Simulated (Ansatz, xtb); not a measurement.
## Ligand exchange: NaI + CH4S → NaSH + CH3I

Species: NaI (Sodium Iodide), singlet; CH4S (methanethiol) `CS`, singlet; NaSH `[Na][SH]`, singlet; CH3I (methyl iodide) `CI`, singlet. The partners trade I for SH: Na–I and C–SH bonds give way to Na–SH and C–I.

Shapes, held fixed at every level: PBE0-D4/def2-TZVP. Programs: Ansatz 0.2.0, xtb 6.7.1. The zero-point and thermal change to 298 K, harmonic and unscaled (PBE0-D4/def2-TZVP), is -5.3 kJ/mol.

| level | kind | ΔH(298 K) (kJ/mol) | less CCSD(T)/def2-TZVPP |
| --- | --- | --- | --- |
| GFN1-xTB | semi-empirical | +102.5 | +8.8 |
| HF/def2-SVP | Hartree–Fock | +128.5 | +34.8 |
| HF/def2-TZVPP | Hartree–Fock | +122.5 | +28.8 |
| PBE-D4/def2-TZVPP | GGA | +88.6 | -5.1 |
| r2SCAN0-D4/def2-TZVPP | global hybrid | +106.3 | +12.6 |
| wB97X-V/def2-TZVPP | range-separated hybrid | +103.1 | +9.4 |
| B2PLYP/def2-TZVPP | double hybrid | +96.2 | +2.5 |
| CCSD(T)/def2-SVP | coupled cluster or CI | +117.1 | +23.4 |
| CCSD(T)/def2-TZVPP | coupled cluster or CI | +93.7 | 0.0 |

The highest level, CCSD(T)/def2-TZVPP, gives ΔH(298 K) = +93.7 kJ/mol; the levels span +88.6 to +128.5. The column of differences is taken from that level and isn't an error. No measured value is set beside it here. For atoms past krypton def2 sets carry core potentials with scalar relativity. Correlated rows may include outer-core shells of I, Na, which these sets cover unevenly.
